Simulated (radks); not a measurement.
The numbers below are computed, except where a source is named.
Ionisation of Ca3+, [Ne] 3s2 3p5, to Ca4+, [Ne] 3s2 3p4, under several functionals. Non-relativistic Kohn-Sham, spin-polarised, spherical densities, point nucleus; open shells are filled with parallel spins first; a radial shooting solver on a logarithmic mesh with Libxc functionals.

| functional | E(Ca3+) (hartree) | Exc (hartree) | IE (eV) | -e(HOMO) (eV) | <r> HOMO (bohr) | IE error (eV) |
|---|---|---|---|---|---|---|
| PBE | -674.81429 | -34.86788 | 67.175 | 58.913 | 1.210 | -0.098 |
| AM05 | -673.35634 | -33.37380 | 67.125 | 58.843 | 1.210 | -0.148 |
| exchange-only LDA | -671.73987 | -31.72500 | 65.383 | 57.187 | 1.215 | -1.890 |
| exchange-only PBE | -674.12202 | -34.16081 | 65.738 | 57.550 | 1.215 | -1.535 |
| Wu-Cohen GGA | -674.49411 | -34.54233 | 67.192 | 58.912 | 1.209 | -0.081 |
| exchange-only B88 | -674.30661 | -34.35336 | 65.786 | 57.585 | 1.213 | -1.487 |
| XLYP | -675.21860 | -35.27757 | 67.080 | 58.799 | 1.212 | -0.193 |
| PW91 | -675.03153 | -35.09117 | 67.286 | 59.011 | 1.210 | +0.012 |
| exchange-only r2SCAN | -674.29769 | -34.35495 | 66.039 | 58.130 | 1.216 | -1.234 |
| LDA (Slater exchange, Perdew-Wang correlation) | -673.18773 | -33.19776 | 67.353 | 59.032 | 1.210 | +0.080 |

NIST Atomic Spectra Database: 67.273 eV (semi-empirical). Closest: PW91. The Delta-SCF values span 1.97 eV, the total energies 3.48 hartree. The highest occupied level is 3p. Open shells are spherical and high-spin; term and fine-structure splittings are not resolved.
